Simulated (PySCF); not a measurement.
This PySCF input asks for the NMR shieldings of `C[CH2][Al@H-]1[Cl+][Al@H-]([F])[Cl+]1`, C$_{2}$H$_{7}$Al$_{2}$Cl$_{2}$F; the geometry comes from GFN2-xTB.

```python
import basis_set_exchange as bse
import numpy as np
from pyscf import gto, dft
from pyscf.prop import nmr

atoms = """
C    -2.437429   -0.134977    0.569491
C    -1.251659   -0.345771   -0.391827
Al    0.182019    0.663758    0.534874
Cl    1.531511   -0.688655    1.672638
Al    3.159286   -0.173430    0.321690
F     4.490563    0.461432    1.052534
Cl    1.902936    1.341565   -0.650153
H    -2.630490    0.928848    0.707955
H    -3.350157   -0.603233    0.203430
H    -2.210147   -0.551156    1.551280
H    -1.540555    0.031605   -1.381794
H    -1.105591   -1.426134   -0.529949
H    -0.067811    1.810569    1.534949
H     3.326846   -1.314894   -0.657232
"""
names = dict.fromkeys(["C", "Al", "Cl", "F", "H"], "pcSseg-1")
basis = {el: gto.basis.parse(bse.get_basis(n, elements=[el], fmt="nwchem")) for el, n in names.items()}
mol = gto.M(atom=atoms, basis=basis, charge=0, verbose=0)
mf = dft.RKS(mol, xc="PBE0")
mf.grids.level = 2
mf.grids.alignment = dft.numint.BLKSIZE   # the property module wants whole blocks of grid points
mf.conv_tol = 1e-9
mf.kernel()

calc = nmr.RKS(mf)   # GIAO
C = mf.mo_coeff
Co = C[:, mf.mo_occ > 0]
resp = mf.gen_response(singlet=True, hermi=2)
def vind(x):   # induced exchange potential for any number of trial vectors
    d = np.einsum("pi,xij,qj->xpq", C, 2 * x.reshape(-1, C.shape[1], Co.shape[1]), Co, optimize=True)
    return np.einsum("xpq,pi,qj->xij", resp(d - d.transpose(0, 2, 1)), C, Co, optimize=True).ravel()
mo1, _ = nmr.rhf.solve_mo1(calc, with_cphf=vind)
sigma = calc.kernel(mo1)
for i, s in enumerate(sigma):   # ppm
    w = np.linalg.eigvalsh((s + s.T) / 2)
    print("%2d %-2s iso %8.1f  s11 %8.1f  s22 %8.1f  s33 %8.1f" % (i, mol.atom_pure_symbol(i), w.mean(), *w))
```

**Question.** Give the expected output.

**Answer.** 
```
 0 C  iso    175.5  s11    168.5  s22    173.4  s33    184.5
 1 C  iso    181.3  s11    174.2  s22    183.2  s33    186.5
 2 Al iso    411.6  s11    346.8  s22    362.7  s33    525.2
 3 Cl iso    894.2  s11    820.9  s22    894.8  s33    966.8
 4 Al iso    463.8  s11    412.8  s22    447.4  s33    531.2
 5 F  iso    340.8  s11    276.3  s22    328.9  s33    417.3
 6 Cl iso    884.0  s11    811.8  s22    890.0  s33    950.2
 7 H  iso     30.6  s11     25.9  s22     29.0  s33     36.9
 8 H  iso     30.0  s11     24.8  s22     27.3  s33     37.9
 9 H  iso     30.8  s11     25.7  s22     30.3  s33     36.5
10 H  iso     31.0  s11     26.0  s22     29.7  s33     37.4
11 H  iso     31.0  s11     26.8  s22     29.5  s33     36.5
12 H  iso     27.2  s11     23.7  s22     25.2  s33     32.7
13 H  iso     27.6  s11     23.8  s22     24.9  s33     34.2
```

These numbers come from an equivalent density-fitted implementation of the same equations, which agrees with the script to about 0.01 ppm for H and up to a few tenths of a ppm for heavy atoms, so last digits may differ.

Size and cost of the density-fitted run: 182 basis functions, 47 s wall time on 1 thread of an Arm Neoverse N1, shared host; peak memory 0.82 GiB.
